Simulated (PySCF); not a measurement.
GaClBr₂, SMILES [Cl][Ga]([Br])[Br].

Geometry: PBE-D3(BJ)/def2-SVP. The structure was generated by enumeration; whether it is a known compound was not checked.

Computed with PBE-D3(BJ)/def2-SVP in PySCF.

Frequencies are harmonic and unscaled.

Computed harmonic wavenumbers and intensities:
```
mode  ν (cm⁻¹)  IR (km/mol)  moving atoms (share of kinetic energy)
----  --------  -----------  --------------------------------------
1           82          1.9               Br 68 %, Ga 22 %, Cl 10 %
2          103          4.2                Cl 63 %, Br 29 %, Ga 8 %
3          114          5.6               Ga 70 %, Cl 16 %, Br 13 %
4          247          3.0               Br 70 %, Cl 18 %, Ga 12 %
5          346         62.6                        Ga 64 %, Br 36 %
6          432         62.6                        Cl 58 %, Ga 41 %
```
